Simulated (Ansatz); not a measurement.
`C[O][InH][Br]` + HBr → `[Br][InH][Br]` + CH₃OH at 400 K and 1 bar (ligand exchange at the In–O bond).

Isolated molecules relaxed with PBE0-D4/def2-TZVP in Ansatz; ΔE leaves out vibrations. CCSD(T)/CBS is the MP2 limit (def2-TZVPP, def2-QZVPP) plus CCSD(T) − MP2 in def2-TZVPP, frozen cores. This one scheme is used for every species. Elements past krypton have def2 core potentials. For Br, In outer-core shells are correlated without core-valence functions, which leaves a few kJ/mol of doubt a bond. Scalar relativity is left out up to krypton. One conformer a species, not always the lowest.

```
        species  CCSD(T)/CBS energy (Eh)  H − E (kJ/mol)  S (J/(mol·K))
`C[O][InH][Br]`              -2878.81206           157.2          397.8
            HBr              -2573.91920            27.6          207.2
`[Br][InH][Br]`              -5337.15310            43.0          356.6
          CH₃OH               -115.61712           151.2          252.6
```

H − E and S are ideal-gas, rigid-rotor, harmonic terms from PBE0-D4/def2-TZVP, for one conformer and one mirror image of each species. 1 Eh = 2625.50 kJ/mol, R = 8.31446 J/(mol·K).

Problem. By hand: ΔE, ΔH, ΔS and ΔG.

Solution. ΔE = (-5337.15310) + (-115.61712) − (-2878.81206) − (-2573.91920) = -0.03896 Eh = -102.3 kJ/mol. Δ(H − E) = 43.0 + 151.2 − 157.2 − 27.6 = 9.4, so ΔH = -92.9 kJ/mol. ΔS = 356.6 + 252.6 − 397.8 − 207.2 = 4.2 J/(mol·K). ΔG = -92.9 − 400 × (4.2)/1000 = -94.6 kJ/mol.

Problem. By hand: the equilibrium constant, and the temperature at which ΔG would vanish if ΔH and ΔS stayed fixed.

Solution. log₁₀ K = −ΔG/(RT ln 10) = 12.4. ΔH and −TΔS have one sign here, so there is no such temperature.

The number of gas molecules stays the same, so ΔS is small and ΔH decides. A doubt of 5 kJ/mol in ΔE shifts log₁₀ K by 0.7 here. Other conformers and mirror images would add mixing entropy, several J/(mol·K) or more a flexible species. These are equilibria of isolated gas molecules and say nothing of rates. Largest T1 diagnostic: 0.014 (customary marks: 0.02 for closed shells, 0.045 for open ones).

ΔS is within the doubt of such terms, so its sign, and with it that verdict, could turn.
